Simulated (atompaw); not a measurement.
**Plane-wave convergence, PAW (atompaw) potential for Ag**

```
Element                 : silver
Generator               : atompaw 4.2.0.5
Type                    : PAW
Functional              : PBE
Relativity              : scalar-relativistic
Frozen core             : [Ar] 3d10 4s2
Valence charge          : 17
Reference configuration : 4p6 4d10 5s0 5p0 (charge +1)
Partial waves           : 5s (bound, empty): rc 2.65 bohr; 5s channel at -0.35 Ry: rc 2.65 bohr; 4p (bound): rc 1.20 bohr; 5p (bound, empty): rc 2.15 bohr; 4d (bound): rc 2.65 bohr; 4d channel at -0.45 Ry: rc 1.40 bohr
Local potential         : bessel scheme, radius 2.60 bohr
Core correction         : smooth core density matched at 1.45 bohr
Augmentation charge     : sinc compensation charge, radius 2.65 bohr; PAW radius 2.65 bohr; waves and projectors: custom polynom2 7 10 vanderbiltortho
```

The pseudo-atom Hamiltonian at the reference potential is diagonalised in spherical Bessel functions j_l(qr) that vanish at 20 bohr, with q² up to the cutoff. All-electron valence levels (Ry): 5s -0.8295, 4p -4.9115, 5p -0.4627, 4d -1.1494.

**Question.** How do the lowest levels (Ry) of each channel move with the cutoff, and are there ghosts?

**Answer.**

```tsv
cutoff (Ry)	s #1	p #1	p #2	d #1	f #1	f #2	Σ f·Δε (mRy)
8	-0.8283	-0.4765	-0.1374	-1.1374	-0.0466	0.0554	26726.9
25	-0.8294	-4.8889	-0.4627	-1.1471	-0.0466	0.0554	155.9
50	-0.8295	-4.9036	-0.4627	-1.1492	-0.0466	0.0554	47.0
100	-0.8295	-4.9065	-0.4627	-1.1494	-0.0466	0.0554	27.4
180	-0.8295	-4.9076	-0.4627	-1.1494	-0.0466	0.0554	20.5
400	-0.8295	-4.9110	-0.4627	-1.1494	-0.0466	0.0554	0.0
```

Result: no extra level below or beside the all-electron valence levels (s, p, d, f tested); 10 mRy is reached at 230 Ry and 1 mRy at over 300 Ry.
